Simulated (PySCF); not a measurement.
# SrCl⁻: frontier orbitals

CAM-B3LYP at R = 2.748 Å; Sr def2-SVPD with ECP28, Cl def2-SVPD; scalar-relativistic core potentials (PySCF 2.14). State: ¹Σ⁺ (singlet), closed shell. Only the outer orbitals are listed, counted within each symmetry, core potentials removing the inner ones.

| orbital | occ. | ε (eV) | on Sr (%) | main shells (%) |
| --- | --- | --- | --- | --- |
| 2π | 2 | -22.00 | 100 | 100 Sr p |
| 2π | 2 | -22.00 | 100 | 100 Sr p |
| 5σ | 2 | -22.00 | 97 | 97 Sr p |
| 6σ | 2 | -17.91 | 3 | 97 Cl s |
| 7σ | 2 | -5.56 | 9 | 90 Cl p |
| 3π | 2 | -5.09 | 1 | 99 Cl p |
| 3π | 2 | -5.09 | 1 | 99 Cl p |
| 8σ | 2 | -0.55 | 110 | 103 Sr s |
| 4π | 0 | 2.76 | 102 | 100 Sr p |
| 4π | 0 | 2.76 | 102 | 100 Sr p |
| 9σ | 0 | 2.99 | 81 | 72 Sr p, 18 Cl s, 14 Sr d |

Question: Which are the highest filled and the lowest empty level, where do they sit, and how wide is the gap?

Answer: Highest filled 8σ at -0.55 eV (in %: 103 Sr s); lowest empty 4π at 2.76 eV (in %: 100 Sr p); the gap at CAM-B3LYP is 3.31 eV. An empty level above zero is unbound, and its energy depends on the basis.

* bond order (Mayer): -0.14
* ⟨S²⟩: 0.000
* charge on Sr (Mulliken, basis-dependent): -0.42
* charge on Sr (Löwdin, basis-dependent): -0.28
* dipole moment (positive dipole points towards Cl; it is taken about the centre of mass and depends on that origin): 0.73 D
* polarisability along the bond: 300.4 bohr³
* polarisability across the bond: 351.2 bohr³

Shares are Mulliken populations and can fall outside 0 to 100 %.
